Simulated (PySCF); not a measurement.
CH5MoNO2S, SMILES C[N]=[Mo](=[O])([OH])[SH], multiplicity 1. Coordinates come from a B3LYP-D3(BJ)/def2-SVP optimisation. The spin state was assumed, not searched. The def2 effective core potentials stand for the cores of Mo; spin–orbit coupling is left out. The values are those of a single conformer.

Computed equilibrium geometry at B3LYP-D3(BJ)/def2-SVP (PySCF confirms it by a frequency run) as bond lengths and angles (one conformer of several):
Atoms: Mo1 O2 N3 C4 H5 H6 H7 O8 H9 S10 H11. Bond lengths (Å): Mo1–O2 1.691, Mo1–N3 1.734, Mo1–O8 1.891, Mo1–S10 2.365, N3–C4 1.426, C4–H5 1.104, C4–H6 1.105, C4–H7 1.104, O8–H9 0.967, S10–H11 1.358. Angles (°): O2–Mo1–N3 109.4, O2–Mo1–O8 111.3, O2–Mo1–S10 110.6, N3–Mo1–O8 110.9, N3–Mo1–S10 101.0, O8–Mo1–S10 113.1, Mo1–N3–C4 150.6, N3–C4–H5 110.4, N3–C4–H6 111.9, N3–C4–H7 109.4, H5–C4–H6 109.0, H5–C4–H7 107.6, H6–C4–H7 108.5, Mo1–O8–H9 125.0, Mo1–S10–H11 94.6.
Charge 0, spin multiplicity 1.
